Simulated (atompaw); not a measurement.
## scandium (Sc): one change to a PAW (atompaw) potential, before and after

- Element: scandium (Sc)
- Generator: atompaw 4.2.0.5
- Type: PAW
- Functional: PBE
- Relativity: scalar-relativistic
- Frozen core: [Ne] 3s2
- Valence charge: 9
- Reference configuration: 3p6 3d1 4s2 4p0
- Partial waves: 4s (bound); 4s channel at 3.95 Ry; 3p (bound); 4p (bound, empty); 3d (bound); 3d channel at 4.75 Ry
- Local potential: troulliermartins scheme with l = 3 at 0.5 Ry, radius 2.75 bohr
- Core correction: smooth core density matched at 1.90 bohr
- Augmentation charge: gaussian compensation charge, radius 2.75 bohr; PAW radius 3.00 bohr; waves and projectors: bloechl

Change: waves 4s (bound): rc 3.00 bohr; 4s channel at 3.95 Ry: rc 3.00 bohr; 3p (bound): rc 1.60 bohr; 4p (bound): rc 3.00 bohr; 3d (bound): rc 3.00 bohr; 3d channel at 4.75 Ry: rc 3.00 bohr; augmentation gaussian compensation charge, radius 2.75 bohr; PAW radius 3.00 bohr; waves and projectors: custom polynom2 7 10 vanderbiltortho.

Cutoffs: the cutoffs (Ry, on a coarse ladder) from which the occupation-weighted sum of valence levels, in a spherical-Bessel basis at the reference potential, stays within 10 and 1 mRy of its value at 400 Ry; they do not see the model core or the augmentation charge, which bear on the density cutoff.

What does the change do?

The potential gets harder (21 Ry and 25 Ry → 25 Ry and 110 Ry); neither file shows a bound ghost.

| quantity | base | changed |
| --- | --- | --- |
| cutoff, loose | 21 Ry | 25 Ry |
| cutoff, tight | 25 Ry | 110 Ry |
| loose cutoff by channel (10 mRy a level) | s 6 Ry, p 15 Ry, d 18 Ry | s 6 Ry, p 21 Ry, d 10 Ry |
| bound ghosts | none | none |
| s: phases at 3.01 bohr within 0.05 rad from the reference energy up to (Ry; the scan ends near 5) | 3.2 | 2.8 |
| p: phases at 3.01 bohr within 0.05 rad from the reference energy up to (Ry; the scan ends near 5) | 4.0 | 3.2 |
| d: phases at 3.01 bohr within 0.05 rad from the reference energy up to (Ry; the scan ends near 5) | 0.7 | -0.2 |
| lowest overlap eigenvalue by channel | s 0.47, p 0.88, d 0.71 | s 0.73, p 0.52, d 1.00 |

 The cutoffs see the waves, projectors and local potential, not the compensation charge or the core.
